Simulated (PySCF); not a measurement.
Working with the constants of SeH

UHF-CCSD(T) constants of SeH, ²Π (doublet), unpaired electrons π ↑ (PySCF, spin-free X2C with a Gaussian nucleus, basis sets H x2c-TZVPPall, Se x2c-TZVPPall; masses 1.0078 and 79.9165 u):

* ωe: 2417.9 cm⁻¹
* ωexe: 40.9 cm⁻¹
* Be: 7.9022 cm⁻¹
* αe: 0.218 cm⁻¹
* D (centrifugal): 0.000338 cm⁻¹
* De to H + Se: 3.30 eV

**Question.** Give the vibrational terms G(v) and spacings up to v = 6.

**Answer.** G(v) = ωe(v+½) − ωexe(v+½)².

| v | G(v) (cm⁻¹) | G(v) − G(v−1) | Bv (cm⁻¹) |
| --- | --- | --- | --- |
| 0 | 1199 |  | 7.793 |
| 1 | 3535 | 2336 | 7.575 |
| 2 | 5789 | 2254 | 7.357 |
| 3 | 7962 | 2172 | 7.139 |
| 4 | 10052 | 2091 | 6.921 |
| 5 | 12061 | 2009 | 6.703 |
| 6 | 13988 | 1927 | 6.485 |

**Question.** How well does the Morse estimate ωe²/(4ωexe) reproduce De, and what is D0?

**Answer.** It gives 4.43 eV, 134 % of the computed De. D0 = De − G(0) = 3.30 − 0.15 = 3.15 eV.

Correlated steps freeze 9 core orbitals. Spin–orbit coupling is left out. The state is the lowest determinant that a PBE0 search found; another state may lie lower at other levels.
